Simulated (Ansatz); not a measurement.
`[SiH3][SiH2]BS` → B• + 7 H• + S• + 2 Si•  (atomization)

Computed with Ansatz on PBE0-D4/def2-TZVP structures; ΔE is electronic, products minus reactants. CCSD(T)/CBS is the MP2 limit (def2-TZVPP, def2-QZVPP) plus CCSD(T) − MP2 in def2-TZVPP, frozen cores. This one scheme is used for every species, atoms too. DFT in def2-TZVPP. Open shells (•) are unrestricted, without spin–orbit coupling. Spin–orbit coupling would lower the free atoms: a little for B, S, Si. One conformer a species, not always the lowest.

```tsv
level	ΔE (kJ/mol)
PBE-D4	3337.6
r2SCAN-D4	3359.2
PBE0-D4	3324.6
ωB97M-V	3347.8
PBE	3312.2
SCS-MP2/def2-TZVPP	3263.1
CCSD/def2-TZVPP	3215.1
HF/CBS(def2)	2553.3
```

Problem. What does CCSD(T)/CBS give? (Estimate.)

Solution. Computed: +3333.3 kJ/mol. The listed levels differ from it by 4.3, 25.9, -8.7, 14.5, -21.1, -70.2, -118.2, -780.0 kJ/mol.

Largest T1 diagnostic among the species: 0.016.

The D4 term adds +41.3 kJ/mol with B3LYP and +21.9 kJ/mol with PBE0; it sums over pairs of atoms, weighted by their polarisabilities, and B3LYP, whose exchange is more repulsive, gets the larger term. From PBE to PBE0 (25 % exact exchange), in def2-TZVPP and without D4, ΔE moves by −9.5 kJ/mol: exact exchange takes away binding that semilocal exchange gives to molecules.

B3LYP here is the variant with VWN-RPA as its local correlation; programs differ in this.

For atomizations the MP2-based limit and the directly extrapolated one differ by several kJ/mol either way, and by 10 to 25 for some Ge, Se and Sn compounds, so smaller differences from it don't rank the levels.
